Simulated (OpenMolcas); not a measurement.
## Levels of Pd I by method

```yaml
Program: OpenMolcas 26.06
Basis: ANO-R1 [6s4p3d1f]
Scalar_Hamiltonian: X2C, finite nucleus
Active_space: 10 electrons in 6 orbitals (4d 5s)
State_averaging: 2S+1 = 1 even, 20 roots; 2S+1 = 3 even, 15 roots kept (CI in the orbitals of an earlier block)
Spin-orbit_coupling: state interaction with AMFI integrals over the reference wave functions, term energies averaged over their components
```

Methods on the same reference wave functions:
A. CASSCF
B. SS-CASPT2, IPEA 0.25 Eh, imaginary shift 0.1 Eh (closed shells correlated: 4s 4p)
C. MS-CASPT2, IPEA 0.25 Eh, imaginary shift 0.1 Eh (closed shells correlated: 4s 4p)

Energies in cm⁻¹ above 4d¹⁰ ¹S₀, the measured ground level; measured values from NIST Handbook of Basic Atomic Spectroscopic Data.

| Level | A | B | C | Measured |
| --- | --- | --- | --- | --- |
| 4d⁹ 5s ³D₃ | -24842 | 6500 | 6500 | 6564 |
| 4d⁹ 5s ³D₂ | -23442 | 7770 | 7750 | 7755 |
| 4d⁹ 5s ³D₁ | -21240 | 10100 | 10100 | 10094 |
| 4d⁹ 5s ¹D₂ | -18709 | 12070 | 12040 | 11722 |
| 4d⁸ 5s² ³F₄ | -10042 | 25580 | 25580 | 25101 |
| 4d⁸ 5s² ³F₃ | -7057 | 28570 | 28570 | 28214 |
| 4d⁸ 5s² ³F₂ | -5392 | 30070 | 30070 | 29711 |
| 4d¹⁰ ¹S₀ | 0.0 | 0.0 | 0.0 | 0.0 |
| 4d⁸ 5s² ³P₁ | 6409 | 40430 | 40430 |  |
| 4d⁸ 5s² ³P₀ | 7164 | 41150 | 41150 |  |
| 4d⁸ 5s² ¹G₄ | 10176 | 44520 | 44520 |  |

A puts 4d⁹ 5s ³D₃ lowest.

Deviations, from unrounded energies. A percentage is the sum of absolute deviations over the sum of measured energies, with the sign that they share, or ± where signs differ.

```tsv
Against measurement	Levels	A	B	C
mean absolute deviation (cm-1)	7	33000	230	230
other configurations (%)	7	-192.9	±1.4	±1.3
```

B, C lie about equally close to measurement and A furthest from it. The largest miss of C in the table is 4d⁸ 5s² ³F₄, by +470 cm-1. The ranking rests on the paired levels alone, and a cruder setting can come out closer through cancelling errors.

Between B and C the level of the table that moves most is 4d⁹ 5s ¹D₂, by 26 cm-1 (lowest in C, highest in B). Moves below CASPT2's spread within the term are not significant.

The two smallest mean deviations differ by little beside CASPT2's spread within terms, so their order carries little weight.

The lowest spin-free term lies below A's lowest term by 0.502 hartree in B, 0.502 hartree in C.

CASPT2 does not keep the components of a term degenerate, so their means are used; among the terms shown or strongly mixed into the levels shown the widest spread is 1000 cm-1 (4d⁸ 5s² ³F, C). Over all roots computed the reference weight is 0.85 to 0.91 in B, 0.85 to 0.91 in C; the roots of lowest weight are the least certain, and an intruder state may touch them. Terms from blocks run as CI alone lack orbitals of their own. A single d shell beside an s shell can misplace configurations of different d count against each other. Without dynamic correlation excited terms often stand tens of per cent too high (terms of higher spin than the ground term too low), and those without a measured partner can miss by more than the paired ones (holds for A). The lowest computed level is not the ground level that NIST lists (1S0) (holds for A). Measured partners are found by configuration, term and J. A level has none where our copy of the source lacks it or the pairing is in doubt (some pairs that miss far off the trend of their configuration count as doubtful), and it then counts in no deviation. Where the source uses jj or jK labels, the order within each J decides. Levels of configurations outside the active space are missing. The table leaves out levels that lie high or whose names do not pair safely across all columns.
